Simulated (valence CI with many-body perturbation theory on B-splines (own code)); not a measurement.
**E1 transitions of Os⁶⁹⁺**

Level of theory: relativistic CI+MBPT: five valence electrons over a frozen Dirac-Fock core [He], a basis of 11 s, 11 p, 10 d, 8 f, 5 g, 2 h functions for each j, with the one-electron correlation potential Σ1, the two-electron term Σ2, the three-electron term Σ3, Breit, model QED; selected CI, second order for the rest, scaled by the run's own slope (own B-spline code, finite nucleus).

No measured spectrum was set against this ion. As an estimate, large intervals hold to a few tenths of a per cent, small ones and those within an open d or f shell to about a per cent. Among the levels kept, up to 7600 cm⁻¹ of a level comes from second order outside the variational space, and about a tenth of that is noise between levels of different J, which matters for small intervals.

Lines 101 to 150 of 600 in falling wavelength, among levels below 1022.7 Ry, chosen from the strongest by gf and those to the six lowest levels. Wavelengths and rates use the calculated energies. Electric multipoles are in the length gauge, E1 and E2 with the static RPA response of the core. Weak lines are less certain than strong ones. Lines between different terms over intervals too small for the method are left out, as are lines whose strength nearly cancels. The highest levels of a list are the least certain.

Levels are named by their leading jj configuration (3d3/2^4 stands for four electrons in 3d with j = 3/2), which in mixed levels can hold well under half, so a name can repeat and another be missing. Letters in brackets count levels of one name in rising energy.

| λ vac (nm) | Upper | Lower | A (s⁻¹) | S (a.u.) |
| --- | --- | --- | --- | --- |
| 2.163 | (2s^2 2p1/2^2 3d3/2) J=3/2 | (2s^2 2p1/2^2 3p1/2) J=1/2 | 1.25e+12 | 2.50e-02 |
| 2.163 | (2s 2p1/2 2p3/2^2 3p3/2) J=1/2 [b] | (2s 2p1/2 2p3/2^2 3s) J=1/2 [b] | 7.09e+11 | 7.09e-03 |
| 2.162 | (2s 2p1/2 2p3/2^2 3d3/2) J=5/2 [d] | (2s 2p1/2 2p3/2^2 3p1/2) J=3/2 [c] | 6.71e+11 | 2.01e-02 |
| 2.160 | (2s 2p1/2 2p3/2^2 3d3/2) J=5/2 [c] | (2s 2p1/2 2p3/2^2 3p1/2) J=3/2 [b] | 9.57e+11 | 2.86e-02 |
| 2.157 | (2s 2p1/2^2 2p3/2 3d3/2) J=7/2 | (2s 2p1/2^2 2p3/2 3p1/2) J=5/2 | 1.22e+12 | 4.82e-02 |
| 2.156 | (2s 2p1/2 2p3/2^2 3d3/2) J=3/2 [a] | (2s 2p1/2 2p3/2^2 3p1/2) J=3/2 [a] | 1.04e+12 | 2.05e-02 |
| 2.156 | (2p1/2^2 2p3/2^2 3p3/2) J=7/2 | (2p1/2^2 2p3/2^2 3s) J=5/2 | 1.66e+12 | 6.57e-02 |
| 2.155 | (2p1/2^2 2p3/2^2 3p3/2) J=5/2 | (2p1/2^2 2p3/2^2 3s) J=5/2 | 8.33e+11 | 2.47e-02 |
| 2.155 | (2s^2 2p1/2 2p3/2 3p3/2) J=7/2 | (2s^2 2p1/2 2p3/2 3s) J=5/2 | 1.87e+12 | 7.37e-02 |
| 2.154 | (2s 2p1/2 2p3/2^2 3d3/2) J=3/2 [d] | (2s 2p1/2 2p3/2^2 3p1/2) J=3/2 [b] | 5.10e+11 | 1.01e-02 |
| 2.154 | (2s 2p1/2 2p3/2^2 3d3/2) J=9/2 | (2s 2p1/2 2p3/2^2 3p1/2) J=7/2 | 1.24e+12 | 6.09e-02 |
| 2.154 | (2s 2p1/2 2p3/2^2 3p3/2) J=3/2 [b] | (2s 2p1/2 2p3/2^2 3s) J=5/2 [b] | 1.54e+12 | 3.04e-02 |
| 2.153 | (2s 2p1/2 2p3/2^2 3d3/2) J=7/2 [a] | (2s 2p1/2 2p3/2^2 3p1/2) J=5/2 [a] | 1.17e+12 | 4.60e-02 |
| 2.152 | (2s^2 2p1/2 2p3/2 3d3/2) J=7/2 | (2s^2 2p1/2 2p3/2 3p1/2) J=5/2 | 1.25e+12 | 4.94e-02 |
| 2.152 | (2s 2p1/2 2p3/2^2 3d3/2) J=1/2 [a] | (2s 2p1/2 2p3/2^2 3p1/2) J=3/2 [a] | 1.31e+12 | 1.29e-02 |
| 2.151 | (2s^2 2p3/2^2 3p3/2) J=7/2 | (2s^2 2p3/2^2 3s) J=5/2 | 1.93e+12 | 7.60e-02 |
| 2.150 | (2s^2 2p3/2^2 3p3/2) J=5/2 | (2s^2 2p3/2^2 3s) J=5/2 | 1.01e+12 | 2.97e-02 |
| 2.148 | (2s 2p1/2^2 2p3/2 3d3/2) J=1/2 [a] | (2s 2p1/2^2 2p3/2 3p1/2) J=3/2 [a] | 1.33e+12 | 1.30e-02 |
| 2.148 | (2s^2 2p3/2^2 3d3/2) J=1/2 | (2s^2 2p3/2^2 3p1/2) J=3/2 | 1.28e+12 | 1.26e-02 |
| 2.146 | (2s^2 2p1/2 2p3/2 3d3/2) J=3/2 [a] | (2s^2 2p1/2 2p3/2 3p1/2) J=1/2 | 7.10e+11 | 1.38e-02 |
| 2.145 | (2s 2p1/2 2p3/2^2 3p3/2) J=7/2 [a] | (2s 2p1/2 2p3/2^2 3s) J=5/2 [a] | 1.85e+12 | 7.22e-02 |
| 2.145 | (2s^2 2p1/2 2p3/2 3p3/2) J=3/2 [a] | (2s^2 2p1/2 2p3/2 3s) J=1/2 | 5.86e+11 | 1.14e-02 |
| 2.143 | (2s 2p1/2 2p3/2^2 3p3/2) J=3/2 [d] | (2s 2p1/2 2p3/2^2 3s) J=3/2 [b] | 4.71e+11 | 9.16e-03 |
| 2.143 | (2s 2p1/2 2p3/2^2 3d3/2) J=3/2 [d] | (2s 2p1/2 2p3/2^2 3p1/2) J=1/2 [b] | 5.44e+11 | 1.06e-02 |
| 2.140 | (2s^2 2p1/2 2p3/2 3p3/2) J=5/2 [a] | (2s^2 2p1/2 2p3/2 3s) J=3/2 [a] | 1.92e+12 | 5.57e-02 |
| 2.139 | (2s 2p1/2 2p3/2^2 3d3/2) J=5/2 [a] | (2s 2p1/2 2p3/2^2 3p1/2) J=3/2 [a] | 5.75e+11 | 1.67e-02 |
| 2.138 | (2s 2p1/2 2p3/2^2 3p3/2) J=9/2 | (2s 2p1/2 2p3/2^2 3s) J=7/2 | 1.80e+12 | 8.66e-02 |
| 2.135 | (2s 2p1/2 2p3/2^2 3p3/2) J=5/2 [d] | (2s 2p1/2 2p3/2^2 3s) J=3/2 [c] | 1.33e+12 | 3.82e-02 |
| 2.134 | (2s 2p1/2^2 2p3/2 3p3/2) J=5/2 [a] | (2s 2p1/2^2 2p3/2 3s) J=3/2 [a] | 7.81e+11 | 2.25e-02 |
| 2.133 | (2s 2p1/2 2p3/2^2 3p3/2) J=3/2 [d] | (2s 2p1/2 2p3/2^2 3s) J=1/2 [b] | 8.31e+11 | 1.59e-02 |
| 2.131 | (2s 2p1/2 2p3/2^2 3p3/2) J=3/2 [c] | (2s 2p1/2 2p3/2^2 3s) J=1/2 [a] | 1.79e+12 | 3.43e-02 |
| 2.131 | (2s 2p1/2 2p3/2^2 3p3/2) J=7/2 [b] | (2s 2p1/2 2p3/2^2 3s) J=7/2 | 1.09e+12 | 4.18e-02 |
| 2.130 | (2s 2p1/2 2p3/2^2 3p3/2) J=5/2 [a] | (2s 2p1/2 2p3/2^2 3s) J=5/2 [a] | 9.86e+11 | 2.82e-02 |
| 2.129 | (2s 2p1/2^2 2p3/2 3p3/2) J=7/2 | (2s 2p1/2^2 2p3/2 3s) J=5/2 | 1.80e+12 | 6.86e-02 |
| 2.127 | (2s 2p1/2^2 2p3/2 3d3/2) J=1/2 [b] | (2s 2p1/2^2 2p3/2 3p1/2) J=1/2 | 1.12e+12 | 1.07e-02 |
| 2.127 | (2s 2p1/2 2p3/2^2 3d3/2) J=5/2 [e] | (2s 2p1/2 2p3/2^2 3p1/2) J=3/2 [c] | 4.49e+11 | 1.28e-02 |
| 2.122 | (2s^2 2p1/2 2p3/2 3d3/2) J=1/2 [a] | (2s^2 2p1/2 2p3/2 3p1/2) J=1/2 | 1.16e+12 | 1.09e-02 |
| 2.121 | (2s 2p1/2 2p3/2^2 3p3/2) J=5/2 [e] | (2s 2p1/2 2p3/2^2 3s) J=5/2 [c] | 3.66e+11 | 1.03e-02 |
| 2.118 | (2s 2p1/2^2 2p3/2 3p3/2) J=1/2 [a] | (2s 2p1/2^2 2p3/2 3s) J=3/2 [a] | 1.67e+12 | 1.57e-02 |
| 2.116 | (2s 2p1/2 2p3/2^2 3p3/2) J=3/2 [e] | (2s 2p1/2 2p3/2^2 3s) J=3/2 [d] | 5.94e+11 | 1.11e-02 |
| 2.114 | (2s 2p1/2 2p3/2^2 3d3/2) J=5/2 [e] | (2s 2p1/2 2p3/2^2 3p1/2) J=5/2 [c] | 2.24e+11 | 6.26e-03 |
| 2.113 | (2s 2p1/2 2p3/2^2 3d3/2) J=7/2 [b] | (2s 2p1/2 2p3/2^2 3p1/2) J=7/2 | 7.28e+11 | 2.71e-02 |
| 2.110 | (2s^2 2p3/2^2 3p3/2) J=3/2 [b] | (2s^2 2p3/2^2 3s) J=1/2 | 1.76e+12 | 3.26e-02 |
| 2.106 | (2s^2 2p1/2 2p3/2 3p3/2) J=3/2 [a] | (2s^2 2p1/2 2p3/2 3s) J=3/2 [a] | 3.25e+11 | 6.00e-03 |
| 2.103 | (2s 2p1/2 2p3/2^2 3p3/2) J=5/2 [e] | (2s 2p1/2 2p3/2^2 3s) J=3/2 [d] | 6.85e+11 | 1.89e-02 |
| 2.102 | (2s^2 2p1/2^2 3p3/2) J=3/2 | (2s^2 2p1/2^2 3s) J=1/2 | 2.03e+12 | 3.72e-02 |
| 2.101 | (2s 2p1/2^2 2p3/2 3p3/2) J=3/2 [b] | (2s 2p1/2^2 2p3/2 3s) J=3/2 [b] | 8.67e+11 | 1.59e-02 |
| 2.101 | (2s 2p1/2 2p3/2^2 3p3/2) J=3/2 [a] | (2s 2p1/2 2p3/2^2 3s) J=3/2 [a] | 1.24e+12 | 2.26e-02 |
| 2.101 | (2s^2 2p1/2 2p3/2 3p3/2) J=3/2 [b] | (2s^2 2p1/2 2p3/2 3s) J=3/2 [b] | 7.61e+11 | 1.39e-02 |
| 2.096 | (2s 2p1/2 2p3/2^2 3d3/2) J=5/2 [b] | (2s 2p1/2 2p3/2^2 3p1/2) J=7/2 | 3.77e+11 | 1.03e-02 |
